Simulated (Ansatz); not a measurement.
```xyz
5

O     0.047    1.409   -0.934
Os    0.000    0.000    0.000
O     0.765   -1.255   -0.835
O     0.796    0.269    1.467
O    -1.609   -0.423    0.301
```

Total charge 0; spin multiplicity 1. Os: def2 effective core potential.

Q: List the r2SCAN/def2-TZVPP orbital energies in eV (Ansatz 0.2.0). (Best estimate.)

A: Ansatz gave: Occupied: -518.19, -518.19, -518.19, -518.19, -99.05, -56.68, -56.68, -56.68, -26.99, -26.38, -26.38, -26.38, -13.85, -13.85, -13.70, -13.70, -13.70, -11.45, -9.96, -9.96, -9.96, -9.35, -9.35, -9.35. Lowest empty: -4.78, -4.78, -2.44, -2.44, -2.44, -0.38, 2.16, 2.16.
